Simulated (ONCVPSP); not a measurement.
**Logarithmic derivatives: tellurium, ONCV**

ONCVPSP 4.0.1 input, shortened (lines: element, Z, core and valence counts, functional; n l f; lmax; l rc ep ncon nbas qcut; lloc lpopt rc5 dvloc0; l nproj debl; icmod fcfact rcfact), PBE, scalar-relativistic:

```
  Te 52.00    6    5        4      upf
    1    0    2.00
    2    0    2.00
    2    1    6.00
    3    0    2.00
    3    1    6.00
    3    2   10.00
    4    0    2.00
    4    1    6.00
    4    2   10.00
    5    0    2.00
    5    1    2.00
    2
    0    1.25    0.00    4    7    8.40
    1    1.35    0.00    4    9   11.40
    2    0.95    0.00    4    9   11.60
    4    2    0.80    0.00
    0    2    2.70
    1    2    1.60
    2    2    2.50
    2    0.40    0.90
```

The phase is arctan(r·R′/R) of the radial function R(r), unwrapped; energies in Ha, scanned from -8 to 5 Ha. A pole is an energy at which the radial function vanishes at the test radius. The pseudo phase is shifted by a multiple of π to meet the all-electron one at the reference energy, and phase errors are pseudo minus all-electron; the curves can meet again beyond the range given. Levels narrower than the energy grid can be missing from the lists of poles.

| channel | radius (bohr) | reference energy (Ha) | poles, all-electron | poles, pseudo | unbroken range about the reference energy with phases within 0.05 rad | phase error 1 Ha above the reference energy (rad) |
| --- | --- | --- | --- | --- | --- | --- |
| s | 1.27 | -1.20 | -6.05 | -6.05 | the whole range | -0.000 |
| p | 1.37 | -0.82 | -4.32 | -4.32 | the whole range | -0.000 |
| d | 0.96 | -2.24 | 3.29 | 3.29 | the whole range | +0.000 |

Phases in the s channel:

```json
{"E (Ha)": "-7.96", "all-electron": "0.523", "pseudo": "0.522"}
{"E (Ha)": "-7.60", "all-electron": "-0.170", "pseudo": "-0.170"}
{"E (Ha)": "-7.24", "all-electron": "-0.915", "pseudo": "-0.915"}
{"E (Ha)": "-6.88", "all-electron": "-1.276", "pseudo": "-1.276"}
{"E (Ha)": "-6.52", "all-electron": "-1.449", "pseudo": "-1.449"}
{"E (Ha)": "-6.16", "all-electron": "-1.548", "pseudo": "-1.548"}
{"E (Ha)": "-5.80", "all-electron": "-1.613", "pseudo": "-1.613"}
{"E (Ha)": "-5.44", "all-electron": "-1.662", "pseudo": "-1.662"}
{"E (Ha)": "-5.08", "all-electron": "-1.702", "pseudo": "-1.702"}
{"E (Ha)": "-4.72", "all-electron": "-1.736", "pseudo": "-1.736"}
{"E (Ha)": "-4.36", "all-electron": "-1.768", "pseudo": "-1.768"}
{"E (Ha)": "-4.00", "all-electron": "-1.799", "pseudo": "-1.799"}
{"E (Ha)": "-3.64", "all-electron": "-1.830", "pseudo": "-1.830"}
{"E (Ha)": "-3.28", "all-electron": "-1.863", "pseudo": "-1.863"}
{"E (Ha)": "-2.92", "all-electron": "-1.898", "pseudo": "-1.898"}
{"E (Ha)": "-2.56", "all-electron": "-1.938", "pseudo": "-1.938"}
{"E (Ha)": "-2.20", "all-electron": "-1.984", "pseudo": "-1.984"}
{"E (Ha)": "-1.84", "all-electron": "-2.039", "pseudo": "-2.039"}
{"E (Ha)": "-1.48", "all-electron": "-2.107", "pseudo": "-2.107"}
{"E (Ha)": "-1.12", "all-electron": "-2.191", "pseudo": "-2.191"}
{"E (Ha)": "-0.76", "all-electron": "-2.301", "pseudo": "-2.301"}
{"E (Ha)": "-0.40", "all-electron": "-2.446", "pseudo": "-2.446"}
{"E (Ha)": "-0.04", "all-electron": "-2.640", "pseudo": "-2.640"}
{"E (Ha)": "0.32", "all-electron": "-2.889", "pseudo": "-2.890"}
{"E (Ha)": "0.68", "all-electron": "-3.182", "pseudo": "-3.184"}
{"E (Ha)": "1.04", "all-electron": "-3.476", "pseudo": "-3.479"}
{"E (Ha)": "1.40", "all-electron": "-3.730", "pseudo": "-3.733"}
{"E (Ha)": "1.76", "all-electron": "-3.928", "pseudo": "-3.931"}
{"E (Ha)": "2.12", "all-electron": "-4.075", "pseudo": "-4.080"}
{"E (Ha)": "2.48", "all-electron": "-4.186", "pseudo": "-4.191"}
{"E (Ha)": "2.84", "all-electron": "-4.271", "pseudo": "-4.275"}
{"E (Ha)": "3.20", "all-electron": "-4.337", "pseudo": "-4.342"}
{"E (Ha)": "3.56", "all-electron": "-4.390", "pseudo": "-4.395"}
{"E (Ha)": "3.92", "all-electron": "-4.433", "pseudo": "-4.438"}
{"E (Ha)": "4.28", "all-electron": "-4.469", "pseudo": "-4.474"}
{"E (Ha)": "4.64", "all-electron": "-4.499", "pseudo": "-4.505"}
{"E (Ha)": "5.00", "all-electron": "-4.525", "pseudo": "-4.531"}
```
